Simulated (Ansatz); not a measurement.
BrH3Ti (SMILES [TiH3][Br]) moved off its minimum; all values from Ansatz (a quantum-chemistry and plane-wave program), cores frozen in correlated methods.
(charge 0, multiplicity 1)
```xyz
5

Ti     1.2276     0.0051     0.5535
Br    -0.9230     0.0236    -0.4308
H      2.2919     0.8815    -0.3840
H      1.1445     0.6454     2.1027
H      1.7912    -1.5765     0.6764
```

Forces at HF/def2-TZVPP (eV/Å):

```tsv
atom	Fx	Fy	Fz
Ti1	-0.260	-0.202	0.029
Br2	-0.159	0.006	-0.081
H3	0.184	0.060	0.032
H4	0.152	0.006	-0.015
H5	0.083	0.130	0.034
```

Give the forces (eV/Å), the total energy and the dipole at CCSD(T)/def2-TZVPPD.


```csv
atom,Fx,Fy,Fz
Ti1,-0.729,-0.162,-0.201
Br2,0.214,-0.002,0.093
H3,0.363,0.290,-0.268
H4,0.022,0.168,0.352
H5,0.129,-0.294,0.024
```
Energy -3422.9231 hartree, dipole 0.68 D.
